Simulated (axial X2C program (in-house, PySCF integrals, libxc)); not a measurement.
Spin–orbit effects down a group: molecules with Na (ions), MP2

All values come from calculations with an axial X2C code built on PySCF integrals, spin-free (one-electron X2C) or two-component (2c: spin–orbit coupling with atomic mean-field Coulomb and Gaunt terms, which also bring small scalar terms), in Dyall basis sets with cores contracted in-house; open shells are unrestricted.

Basis sets: Ag dyall-cv3z, Au dyall-cv3z, Cu dyall-cv3z, Na dyall-cv3z. Frozen shells (counts by l): NaCu⁺ Cu 3s2p, Na 2s1p, 11 electrons correlated; NaAg⁺ Ag 4s3p1d, Na 2s1p, 11 electrons correlated; NaAu⁺ Au 5s4p2d1f, Na 2s1p, 11 electrons correlated. Where the outer core of a metal is frozen, bonds come out longer and ionisation energies lower.

```csv
molecule,spin-free state,Re (Å),ωe (cm⁻¹),De (eV),2c state,Re 2c (Å),ωe 2c (cm⁻¹),De 2c (eV)
NaCu⁺,"M_S = 1/2, Λ = 0",3.036,118.4,0.41,Ω = 1/2,3.037,118.2,0.41
NaAg⁺,"M_S = 1/2, Λ = 0",3.122,111.6,0.34,Ω = 1/2,3.123,111.5,0.34
NaAu⁺,"M_S = 1/2, Λ = 0",3.027,112.8,0.28,Ω = 1/2,3.025,113.6,0.28
```

(1) Work out the shifts from the spin-free to the two-component result.

Fragments in 2c: Cu + Na+, Ag + Na+, Au + Na+. Each entry is the lowest single determinant of a limited PBE0 search at one distance. De goes to single-determinant-based atoms at the same level (for ions the charge split of lowest energy) and is withheld (n/a) where an atom does not fit its ground term or J level. Main or longest-lived isotopes.

## Answers

(1) 

```csv
molecule,2c state,ΔRe (Å),Δωe (cm⁻¹),ΔDe (eV)
NaCu⁺,Ω = 1/2,0.001,-0.2,0.00
NaAg⁺,Ω = 1/2,0.001,-0.1,0.00
NaAu⁺,Ω = 1/2,-0.002,0.8,0.00
```

Shifts of one unit in the last digit are rounding.
